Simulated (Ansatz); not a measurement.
`BC(B)CF` + H₂ → `BCB` + `CF` at 400 K and 1 bar (hydrogenolysis of a C–C bond).

Program: Ansatz. Geometries: PBE0-D4/def2-TZVP. ΔE: electronic, gas phase. CCSD(T)/CBS is the MP2 limit (def2-TZVPP, def2-QZVPP) plus CCSD(T) − MP2 in def2-TZVPP, frozen cores. This one scheme is used for every species. One conformer a species, not always the lowest.

```csv
species,CCSD(T)/CBS energy (Eh),H − E (kJ/mol),S (J/(mol·K))
`BC(B)CF`,-229.65202,265.7,366.1
H₂,-1.17544,38.0,139.0
`BCB`,-91.21084,201.0,306.8
`CF`,-139.63461,117.5,234.3
```

H − E and S are ideal-gas, rigid-rotor, harmonic terms from PBE0-D4/def2-TZVP, for one conformer and one mirror image of each species. The MP2-based limit puts H₂ 0.8 mEh under its directly extrapolated value; such offsets cancel only in part. 1 Eh = 2625.50 kJ/mol, R = 8.31446 J/(mol·K).

Q: By hand: ΔE, ΔH, ΔS and ΔG.

A: ΔE = (-91.21084) + (-139.63461) − (-229.65202) − (-1.17544) = -0.01799 Eh = -47.2 kJ/mol. Δ(H − E) = 201.0 + 117.5 − 265.7 − 38.0 = 14.8, so ΔH = -32.4 kJ/mol. ΔS = 306.8 + 234.3 − 366.1 − 139.0 = 36.0 J/(mol·K). ΔG = -32.4 − 400 × (36.0)/1000 = -46.8 kJ/mol.

Q: By hand: the equilibrium constant, and the temperature at which ΔG would vanish if ΔH and ΔS stayed fixed.

A: log₁₀ K = −ΔG/(RT ln 10) = 6.1. ΔH and −TΔS have one sign here, so there is no such temperature.

TΔS isn't small against ΔH here. A doubt of 5 kJ/mol in ΔE shifts log₁₀ K by 0.7 here. Other conformers and mirror images would add mixing entropy, several J/(mol·K) or more a flexible species. These are equilibria of isolated gas molecules and say nothing of rates. Largest T1 diagnostic: 0.012 (customary marks: 0.02 for closed shells, 0.045 for open ones).
